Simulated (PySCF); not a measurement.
The dipole of `FC(F)(F)COCC(F)(F)F` (CF3CH2OCH2CF3) from its density and from atomic charges.

Coordinates (PBE0-D3(BJ)/def2-SVP, Å) and charges (e) from the PBE0/pcSseg-1 density (PySCF):

```csv
atom,x,y,z,Mulliken,IAO,Hirshfeld,ESP-fitted
F1,1.834,1.257,0.665,-0.2728,-0.2885,-0.0852,-0.2015
C2,2.172,0.039,0.219,+0.7551,+0.7953,+0.2519,+0.6256
F3,2.410,-0.723,1.281,-0.2543,-0.2705,-0.0870,-0.1757
F4,3.304,0.160,-0.476,-0.2635,-0.2805,-0.0872,-0.2139
C5,1.086,-0.546,-0.666,-0.0073,-0.0941,-0.0163,-0.2863
O6,-0.111,-0.748,0.002,-0.5094,-0.3689,-0.1331,-0.2205
C7,-0.896,0.380,0.242,-0.0040,-0.0998,-0.0271,-0.1816
C8,-2.352,-0.021,0.158,+0.7840,+0.8143,+0.2526,+0.5716
F9,-3.115,1.047,0.410,-0.2702,-0.2850,-0.0905,-0.2052
F10,-2.665,-0.473,-1.055,-0.2643,-0.2776,-0.0935,-0.1760
F11,-2.659,-0.967,1.040,-0.2580,-0.2716,-0.0876,-0.1803
H12,0.978,0.119,-1.544,+0.1321,+0.1410,+0.0487,+0.1649
H13,1.443,-1.525,-1.017,+0.1597,+0.1812,+0.0638,+0.1882
H14,-0.717,0.811,1.242,+0.1454,+0.1591,+0.0444,+0.1539
H15,-0.729,1.174,-0.506,+0.1276,+0.1454,+0.0460,+0.1367
```

Form Σ q r in debye for every column and set it beside the full dipole.

The full density gives (0.97, 0.80, -1.39) D, 1.87 D in size; dipole vectors point from the negative to the positive end.

```
    scheme    μx    μy     μz  size (D)  share of the full size (%)  angle to the full dipole (°)
  Mulliken  1.24  1.57  -2.11      2.91                         156                             8
       IAO  1.26  1.09  -2.15      2.72                         146                             4
 Hirshfeld  0.76  0.37  -0.79      1.16                          62                            11
ESP-fitted  0.97  0.79  -1.41      1.88                         101                             1
```

Which set comes closest?

Length of the difference vector: ESP-fitted 0.02 D, Hirshfeld 0.76 D, IAO 0.87 D, Mulliken 1.09 D. Closest: ESP-fitted. ESP charges are fitted to the potential around the molecule, whose slowest-falling term is the dipole's. 

What is left for the Hirshfeld atoms' own dipoles?

The Hirshfeld atoms' densities add up to the full density, so μ = Σ q r + Σ (atomic dipoles). The atomic dipoles sum to (0.97, 0.80, -1.39) − (0.76, 0.37, -0.79) = (0.21, 0.43, -0.60) D, 0.76 D in size.

With the origin at the mean of the coordinates, (-0.001, -0.001, 0.000) Å, which are the largest single terms, by size, of the Hirshfeld dipole along the direction of the full one?

C8 -1.63, C2 +1.18, F11 +1.08, F4 -0.89, F9 +0.64 D; all 15 atoms together +1.14 D. The single terms depend on the origin, their sum doesn't.

Give the size of the full dipole in other units.

1.87 D = 0.736 au = 0.390 e·Å = 6.24 × 10⁻³⁰ C·m.

Isolated species at its PBE0-D3(BJ)/def2-SVP geometry (one conformer only).

Conformer computed: `[F:1][C:2]([F:3])([F:4])[CH2:5][O:6][CH2:7][C:8]([F:9])([F:10])[F:11]`: F1–C2–C5–O6 -63°, C2–C5–O6–C7 77°, C5–O6–C7–C8 146°, O6–C7–C8–F9 179°.
